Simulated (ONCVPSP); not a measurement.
## Before and after: ONCV potential for K (Z = 19)

* Element: K
* Generator: ONCVPSP 4.0.1
* Type: optimised norm-conserving Vanderbilt (ONCV)
* Functional: PBE
* Relativity: scalar-relativistic
* Frozen core: [Ar]
* Valence charge: 1
* Reference configuration: 4s0.5 (charge +0.5)
* Partial waves: 4s: rc 3.90 bohr, ncon 4, nbas 8, qcut 2 1/bohr, 1 projector; p scattering state at 0.08 Ha: rc 4.20 bohr, ncon 4, nbas 8, qcut 2.1 1/bohr, 2 projectors, debl 2.6 Ha; d scattering state at 0.14 Ha: rc 3.20 bohr, ncon 4, nbas 8, qcut 2.9 1/bohr, 2 projectors, debl 2.1 Ha
* Local potential: polynomial inside 2.20 bohr (lpopt 5, dvloc0 4 Ha)
* Core correction: polynomial model core, fcfact 0.35

In the p channel the program set the typed energies aside and used 0.050, 2.650 Ha. In the d channel the program set the typed energies aside and used 0.050, 2.150 Ha.

All-electron outer shells of the reference configuration (PBE, scalar-relativistic, ld1.x):

| shell | level (eV) | outermost node (bohr) | outermost maximum (bohr) |
| --- | --- | --- | --- |
| 4s | -4.28 | 1.58 | 3.78 |

Change: all radii but the core radius scaled by about 0.90 (s 3.52, p 3.78, d 2.88 bohr); local potential polynomial inside 1.98 bohr (lpopt 5, dvloc0 4 Ha).

Cutoffs: the cutoffs (Ha) at which the residual kinetic energy of the hardest occupied pseudo-wave falls to 1 and 0.1 mHa per electron; they do not see the model core or the augmentation charge, which bear on the density cutoff. Errors are all-electron minus pseudo energies relative to the spin-unpolarised reference configuration.

Predict the effect on cutoff, ghosts and configuration errors.

The potential gets harder (1.3 Ha and 1.9 Ha → 1.4 Ha and 2.3 Ha); of the 4 tests that both files solve, the error grows in 1 and shrinks in 2 by more than 15 % and 0.3 meV (median size 6.4 → 8.8 meV); neither file shows a bound ghost. A smaller radius makes the pseudo-wave follow the all-electron one further in, where it bends more sharply, so more plane waves are needed.

```tsv
quantity	base	changed
cutoff, loose	1.3 Ha	1.4 Ha
cutoff, tight	1.9 Ha	2.3 Ha
bound ghosts	none	none
GHOST(+) flags under 300 eV	p at 67.6 eV, p at 118.2 eV	none
error for 4s1, meV [ΔE -1.64 eV]	+7.7	+7.8
error for 4s0 4p1, meV [ΔE -0.09 eV]	-39	+12
error for 3d1 4s0, meV [ΔE 0.81 eV]	-1.1	+9.7
error for 3d0.5 4s0.5, meV [ΔE -0.42 eV]	-5.1	-1.3
rms error of d²Exc/dni dnj with the model core, mHa	9.06	9.24
```

Base: The cutoffs count occupied waves only; projector 2 of the d channel, the hardest unoccupied one, needs 30 Ha at the loose tolerance. Changed file: The cutoffs count occupied waves only; projector 2 of the d channel, the hardest unoccupied one, needs 36 Ha at the loose tolerance.
